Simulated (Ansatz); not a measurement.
Born–Oppenheimer molecular dynamics of C3H7FSi (12 atoms, charge 0, multiplicity 1). It starts from a relaxed structure.

Level of theory: RKS PBE0/6-31G in Ansatz.

- ensemble: NVE (velocity Verlet)
- time step: 0.5 fs
- steps asked: 500
- starting velocities drawn for: 700 K
- seed: 494931

First frame:

```xyz
12
Properties=species:S:1:pos:R:3
F -2.037 1.522 0.530
Si -0.411 1.036 0.697
C -0.157 -0.854 0.880
C 0.254 -0.897 -0.631
C 0.472 0.621 -0.951
H 0.172 2.013 1.686
H -1.012 -1.476 1.150
H 0.673 -1.093 1.555
H -0.570 -1.293 -1.232
H 1.134 -1.517 -0.828
H 1.528 0.913 -0.935
H 0.031 0.970 -1.887
```

How far do the bonds stretch over the last three quarters of this one trajectory? (Pairs bonded in most of those frames.)


```json
{"bond": "F1–Si2", "mean (Å)": "1.711", "spread (Å)": "0.023", "shortest": "1.66", "longest": "1.76"}
{"bond": "Si2–C3", "mean (Å)": "1.915", "spread (Å)": "0.036", "shortest": "1.85", "longest": "2.01"}
{"bond": "Si2–C5", "mean (Å)": "1.916", "spread (Å)": "0.024", "shortest": "1.85", "longest": "1.98"}
{"bond": "Si2–H6", "mean (Å)": "1.509", "spread (Å)": "0.013", "shortest": "1.48", "longest": "1.53"}
{"bond": "C3–C4", "mean (Å)": "1.568", "spread (Å)": "0.023", "shortest": "1.53", "longest": "1.61"}
{"bond": "C3–H7", "mean (Å)": "1.103", "spread (Å)": "0.048", "shortest": "1.01", "longest": "1.19"}
{"bond": "C3–H8", "mean (Å)": "1.104", "spread (Å)": "0.048", "shortest": "1.01", "longest": "1.19"}
{"bond": "C4–C5", "mean (Å)": "1.568", "spread (Å)": "0.018", "shortest": "1.53", "longest": "1.60"}
{"bond": "C4–H9", "mean (Å)": "1.096", "spread (Å)": "0.018", "shortest": "1.06", "longest": "1.14"}
{"bond": "C4–H10", "mean (Å)": "1.099", "spread (Å)": "0.030", "shortest": "1.04", "longest": "1.17"}
{"bond": "C5–H11", "mean (Å)": "1.102", "spread (Å)": "0.048", "shortest": "1.02", "longest": "1.18"}
{"bond": "C5–H12", "mean (Å)": "1.102", "spread (Å)": "0.049", "shortest": "1.01", "longest": "1.19"}
```

Mean temperature of the second half: 378 K. The conserved energy stayed within 0.83 meV per atom of its start (net change 0.58 meV per atom), so the integration is sound. The temperature averaged 0.54 of the 700 K drawn at the start: a run that starts near a minimum puts about half its kinetic energy into the potential. A run of 0.25 ps of so small a system gives no equilibrium averages. Limits of this set-up: no polarisation functions.

The run took 23 min on 1 thread of Arm Neoverse V1, on a shared host, peak memory 0.12 GiB.
